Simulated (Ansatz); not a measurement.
Species: CH8OSi3, SMILES `O=C[SiH]([SiH3])[SiH3]` (O–C–Si–Si torsion 98°) (charge 0, multiplicity 1).

**Question.** Give a relaxed geometry from CAM-B3LYP-D3(BJ)/def2-TZVP run with Ansatz (a first-principles code).

**Answer.** This is not unique; one that fits is the end point of this relaxation, one of several conformers (outside a Z-matrix the atoms follow the SMILES, hydrogens last).
Cartesian coordinates (Å) in one orientation:
```xyz
13

O     -0.766    -1.994    -1.572
C     -0.049    -1.955    -0.605
Si     0.046    -0.403     0.530
Si     1.934     0.819    -0.118
Si    -1.940     0.799     0.283
H      0.594    -2.834    -0.373
H      0.247    -0.880     1.922
H      2.108     1.983     0.779
H      3.145    -0.028    -0.047
H      1.761     1.299    -1.506
H     -3.103    -0.077     0.536
H     -1.954     1.914     1.256
H     -2.023     1.356    -1.083
```
